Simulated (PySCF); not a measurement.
These 3 structures share the formula C4H8BN. Computed with PySCF 2.14.0, PBE0-D3(BJ)/def2-SVP geometry optimisation, gas phase. Energies are electronic, without zero-point or thermal terms, for one conformer each. No frequencies were run at this level. Point groups hold within 0.08 Å.

**Question.** Rank from lowest to highest electronic energy at this level (kcal/mol).
A. `CC#CB(C)N`
B. `[BH3-:1][N+:2]#[C:3][CH2:4][CH:5]=[CH2:6]` with C3–C4–C5–C6 121°
C. `[CH:1]#[C:2][CH2:3][CH2:4][BH:5][NH2:6]` with C2–C3–C4–B5 -178°, C3–C4–B5–N6 -141°

**Answer.** A (0.0), C (25.6), B (48.1).

As drawn, the lowest has an N–H bond, which the highest lacks.

```csv
SMILES,E (Eh),E rel (kcal/mol),dipole (D),point group,"A, B, C (MHz)"
CC#CB(C)N,-236.40053,0.0,1.27,near Cs,"7916, 1600, 1353"
C#CCCBN,-236.35979,25.6,2.55,C1,"17702, 1295, 1246"
[BH3-][N+]#CCC=C,-236.32388,48.1,7.45,C1,"12730, 1408, 1341"
```

**Question.** How do the relative energies change in single points at PBE0/pcSseg-1 (no added dispersion term) on the same geometries?

**Answer.** 
```tsv
SMILES	PBE0-D3(BJ)/def2-SVP (kcal/mol)	PBE0/pcSseg-1 (kcal/mol)	shift
CC#CB(C)N	0.0	0.0	0.0
C#CCCBN	25.6	25.3	-0.3
[BH3-][N+]#CCC=C	48.1	48.8	+0.7
```

Each column counts from its own lowest isomer. The order is unchanged; the largest shift is 0.7 kcal/mol.
